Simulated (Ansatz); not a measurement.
`F[CH](F)[GaH2]` → `[CH]F` + `[F][GaH2]` at 600 K and 1 bar (formal loss of a carbene).

Isolated molecules relaxed with PBE0-D4/def2-TZVP in Ansatz; ΔE leaves out vibrations. CBS: MP2 limit from def2 TZ/QZ plus the TZ coupled-cluster correction, frozen cores. This one scheme is used for every species. For Ga outer-core shells are correlated without core-valence functions, which leaves a few kJ/mol of doubt a bond. Scalar relativity is left out up to krypton.

```
         species  CCSD(T)/CBS energy (Eh)  H − E (kJ/mol)  S (J/(mol·K))
`F[CH](F)[GaH2]`              -2163.33500           138.9          402.0
         `[CH]F`               -138.29972            54.0          249.2
     `[F][GaH2]`              -2024.95631            68.4          292.7
```

H − E and S are ideal-gas, rigid-rotor, harmonic terms from PBE0-D4/def2-TZVP, for one conformer and one mirror image of each species. 1 Eh = 2625.50 kJ/mol, R = 8.31446 J/(mol·K).

Task: By hand: ΔE, ΔH, ΔS and ΔG.

Result: ΔE = (-138.29972) + (-2024.95631) − (-2163.33500) = 0.07897 Eh = 207.3 kJ/mol. Δ(H − E) = 54.0 + 68.4 − 138.9 = -16.5, so ΔH = 190.8 kJ/mol. ΔS = 249.2 + 292.7 − 402.0 = 139.9 J/(mol·K). ΔG = 190.8 − 600 × (139.9)/1000 = 106.9 kJ/mol.

Task: By hand: the equilibrium constant, and the temperature at which ΔG would vanish if ΔH and ΔS stayed fixed.

Result: log₁₀ K = −ΔG/(RT ln 10) = -9.3. ΔG = 0 at ΔH/ΔS = 1364 K.

The number of gas molecules changes by +1, which sets the sign of ΔS. A doubt of 5 kJ/mol in ΔE shifts log₁₀ K by 0.4 here. Other conformers and mirror images would add mixing entropy, several J/(mol·K) or more a flexible species. Modes under 60 cm⁻¹, often nearly free rotors, make the harmonic entropy too high. These are equilibria of isolated gas molecules and say nothing of rates. Largest T1 diagnostic: 0.018 (customary marks: 0.02 for closed shells, 0.045 for open ones).
